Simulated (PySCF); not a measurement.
## Deuteron quadrupole couplings in `C[SiH2][Si@H](S)C#N`

C₂H₇NSSi₂.
Structure used (GFN2-xTB), in Å, numbered top down from 1:
```xyz
13
C2H7NSSi2 angstrom
C     -1.8280   -0.8640    0.4327
Si    -1.1656    0.6250   -0.5387
Si     1.1531    0.6636   -0.4428
S      1.9360   -1.1630   -1.3239
C      1.7926    0.6048    1.3151
N      2.1566    0.5390    2.4001
H     -1.4671   -1.7989    0.0109
H     -1.5098   -0.8275    1.4719
H     -2.9143   -0.8943    0.4207
H     -1.6648    1.8758    0.0447
H     -1.6088    0.5529   -1.9360
H      1.9487    1.7491   -1.0238
H      3.1669   -1.0620   -0.8488
```

Level: PBE0/pcSseg-1 (PySCF, non-relativistic); Q(2H) = 0.00286 b; rigid geometry, the same for H and D, with no vibrational averaging.

Question: Rank these positions by the coupling χzz of a deuteron there, largest first.
A. H12 (Si–H hydrogen)
B. H13 (S–H hydrogen)
C. H7 (methyl hydrogen)

Answer: C (214 kHz), B (174 kHz), A (107 kHz).

Give the electric field gradient Vzz (the principal value of largest size), its asymmetry and the 2H coupling at each hydrogen.

```csv
atom,bonded to,bond length (Å),Vzz (au),η,χzz (kHz)
H7,C1,1.087,0.3190,0.01,214
H8,C1,1.087,0.3187,0.01,214
H9,C1,1.087,0.3228,0.00,217
H10,Si2,1.468,0.1593,0.01,107
H11,Si2,1.468,0.1594,0.01,107
H12,Si3,1.466,0.1586,0.01,107
H13,S4,1.323,0.2595,0.13,174
```

Average by the element that carries the hydrogen.

on C: 215 kHz over 3 positions, mean bond length 1.087 Å; on Si: 107 kHz over 3 positions, mean bond length 1.467 Å; on S: 174 kHz over 1 position, mean bond length 1.323 Å.

A static deuteron (I = 1) shows a doublet split by (3/2)χ, (3/4)χ(1 + η) and (3/4)χ(1 − η) with the field along z, y and x of the gradient. What are these for H8?

With |χ| = 214.2 kHz and η = 0.008: 321, 162 and 159 kHz, to first order and without motion.

Geometry: GFN2-xTB, one conformer, isolated molecule. GFN2-xTB bond lengths can be off by several hundredths of an ångström, more for odd bonds, and the gradients follow them. The small basis limits the accuracy of the gradients.

The run behind these numbers computed NMR shieldings as well. The run took 64 s wall, 50 s CPU on one thread of an Intel Xeon at 2.50 GHz, no GPU (shared host), and the process peaked at 0.73 GiB of memory.
